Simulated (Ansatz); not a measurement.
Two isomers of C2H7BFN: A = `CN(C)BF`, B = `CC(N)BF`.

Calculated with Ansatz (gas phase, PBE0-D4/def2-TZVP geometries, no zero-point term in ΔE). CBS: MP2 limit from def2 TZ/QZ plus the TZ coupled-cluster correction, frozen cores. Functionals use def2-TZVPP. B3LYP here is the variant with VWN-RPA as its local correlation; programs differ in this. One conformer a species, not always the lowest.

(1) Which is lower in electronic energy at CCSD(T)/CBS, and by how much? (An estimate is asked.)

(2) Give E(B) − E(A) in kJ/mol with CCSD(T)/def2-TZVPP, B3LYP-D4, B3LYP, MP2/def2-TZVPP, B2PLYP, CCSD/def2-TZVPP, HF/def2-TZVPP. (Estimate.)

Largest T1 diagnostic: 0.012.

Answers

(1) Ansatz gave: A, by 113.2 kJ/mol.

(2) Computed: CCSD(T)/def2-TZVPP 115.9, B3LYP-D4 120.1, B3LYP 119.9, MP2/def2-TZVPP 116.8, B2PLYP 119.0, CCSD/def2-TZVPP 115.1, HF/def2-TZVPP 116.6. None reverses the order clearly.
